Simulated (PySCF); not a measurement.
CH11NOSi3, SMILES C[Si@@H]([SiH3])O[SiH2]N. Coordinates come from a B3LYP-D3(BJ)/def2-SVP optimisation. The structure was generated by enumeration; whether it is a known compound was not checked. The values are those of a single conformer.

Computed equilibrium geometry at B3LYP-D3(BJ)/def2-SVP (PySCF confirms it by a frequency run) as bond lengths and angles (one conformer of several):
Atoms: C1 Si2 Si3 O4 Si5 N6 H7 H8 H9 H10 H11 H12 H13 H14 H15 H16 H17. Bonds (Å): C1–Si2 1.878, C1–H7 1.102, C1–H8 1.102, C1–H9 1.102, Si2–Si3 2.359, Si2–O4 1.668, Si2–H10 1.496, Si3–H11 1.495, Si3–H12 1.498, Si3–H13 1.494, O4–Si5 1.667, Si5–N6 1.724, Si5–H14 1.486, Si5–H15 1.485, N6–H16 1.014, N6–H17 1.014. Angles (°): Si2–C1–H7 110.7, Si2–C1–H8 110.4, Si2–C1–H9 111.0, H7–C1–H8 108.3, H7–C1–H9 108.3, H8–C1–H9 108.1, C1–Si2–Si3 110.4, C1–Si2–O4 109.1, C1–Si2–H10 109.4, Si3–Si2–O4 110.3, Si3–Si2–H10 108.6, O4–Si2–H10 108.9, Si2–Si3–H11 111.4, Si2–Si3–H12 109.4, Si2–Si3–H13 112.5, H11–Si3–H12 107.4, H11–Si3–H13 108.5, H12–Si3–H13 107.4, Si2–O4–Si5 141.9, O4–Si5–N6 114.1, O4–Si5–H14 108.3, O4–Si5–H15 106.5, N6–Si5–H14 107.2, N6–Si5–H15 108.5, H14–Si5–H15 112.4, Si5–N6–H16 122.7, Si5–N6–H17 123.1, H16–N6–H17 111.7.
Charge 0, spin multiplicity 1.
